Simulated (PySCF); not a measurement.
## Broadened absorption spectrum of CF3(CH2)2OH

Species: CF3(CH2)2OH, C3H5F3O.
SMILES: `FC(CCO)(F)F`

Method used: TDDFT wB97X-D/def2-SVPD, vertical, gas phase, core orbitals frozen in the response (PySCF). One conformer (not necessarily the lowest) at the GFN2-xTB geometry, without solvent, vibrations or thermal averaging. Torsions of this conformer, `[OH:1][CH2:2][CH2:3][C:4]([F:5])([F:6])[F:7]`: O1–C2–C3–C4 -178°, C2–C3–C4–F5 180°, H–O1–C2–C3 -66°.

Computed states:

| state | E (eV) | f |
| --- | --- | --- |
| S1 | 7.47 | 0.0076 |
| S2 | 9.05 | 0.013 |
| S3 | 9.12 | 0.013 |
| S4 | 9.22 | 0.0073 |
| S5 | 9.47 | 0.059 |
| S6 | 10.33 | 0.0077 |
| S7 | 10.35 | 0.025 |
| S8 | 10.44 | 0.031 |

Broadening: Gaussians 0.5 eV wide at half height, area fixed by f = 4.319×10⁻⁹ ∫ε dν̃. The width is an assumption, not a result. The curve ends short of the highest state used, and states not computed would add to its high-energy end.

Task: Give the broadened spectrum and its maxima.

Result: 
E (eV), ε (L mol⁻¹ cm⁻¹) and a bar:
```
     6.72          1 
     6.86          6 
     6.99         31 
     7.13        111 #
     7.27        260 ##
     7.40        388 ###
     7.54        392 ###
     7.67        269 ##
     7.81        118 #
     7.94         37 
     8.08          7 
     8.21          1 
     8.35          4 
     8.48         28 
     8.62        144 #
     8.76        496 ####
     8.89       1117 #########
     9.03       1983 ################
     9.16       2791 ######################
     9.30       3541 ############################
     9.43       3774 ##############################
     9.57       3070 ########################
     9.70       1842 ###############
     9.84        832 #######
```

Maxima: 166 nm (7.47 eV), ε about 410, made up of S1 (100%); 132 nm (9.41 eV), ε about 3800, made up of S5 (81%) (ε in L mol⁻¹ cm⁻¹; maxima over ε = 5, shares over 10%).

Task: Coming from long wavelengths, where does ε first pass 100 L mol⁻¹ cm⁻¹?

Result: At about 174 nm (7.12 eV), 0.36 eV below S1.

Task: What would ε be at 9.41 eV, the highest of these maxima, with half the width (0.25 eV)?

Result: About 5700 L mol⁻¹ cm⁻¹ against 3790, a factor of about 1.5; a lone state at its own centre would give exactly 2.
